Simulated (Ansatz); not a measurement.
`ClB(Cl)Br` + H–F → `FB(Cl)Br` + HCl at 500 K and 1 bar (ligand exchange at a B–Cl bond).

Computed with Ansatz on PBE0-D4/def2-TZVP structures; ΔE is electronic, products minus reactants. CCSD(T)/CBS is the MP2 limit (def2-TZVPP, def2-QZVPP) plus CCSD(T) − MP2 in def2-TZVPP, frozen cores. This one scheme is used for every species. For Br outer-core shells are correlated without core-valence functions, which leaves a few kJ/mol of doubt a bond. Scalar relativity is left out up to krypton.

```csv
species,CCSD(T)/CBS energy (Eh),H − E (kJ/mol),S (J/(mol·K))
`ClB(Cl)Br`,-3517.78256,47.4,346.0
H–F,-100.39570,39.4,188.7
`FB(Cl)Br`,-3157.81685,49.9,338.7
HCl,-460.38127,32.5,201.9
```

H − E and S are ideal-gas, rigid-rotor, harmonic terms from PBE0-D4/def2-TZVP. 1 Eh = 2625.50 kJ/mol, R = 8.31446 J/(mol·K).

Task: By hand: ΔE, ΔH, ΔS and ΔG.

Result: ΔE = (-3157.81685) + (-460.38127) − (-3517.78256) − (-100.39570) = -0.01986 Eh = -52.1 kJ/mol. Δ(H − E) = 49.9 + 32.5 − 47.4 − 39.4 = -4.4, so ΔH = -56.5 kJ/mol. ΔS = 338.7 + 201.9 − 346.0 − 188.7 = 5.9 J/(mol·K). ΔG = -56.5 − 500 × (5.9)/1000 = -59.5 kJ/mol.

Task: By hand: the equilibrium constant, and the temperature at which ΔG would vanish if ΔH and ΔS stayed fixed.

Result: log₁₀ K = −ΔG/(RT ln 10) = 6.2. ΔH and −TΔS have one sign here, so there is no such temperature.

The number of gas molecules stays the same, so ΔS is small and ΔH decides. A doubt of 5 kJ/mol in ΔE shifts log₁₀ K by 0.5 here. These are equilibria of isolated gas molecules and say nothing of rates. Largest T1 diagnostic: 0.010 (customary marks: 0.02 for closed shells, 0.045 for open ones).

ΔS is within the doubt of such terms, so its sign, and with it that verdict, could turn.
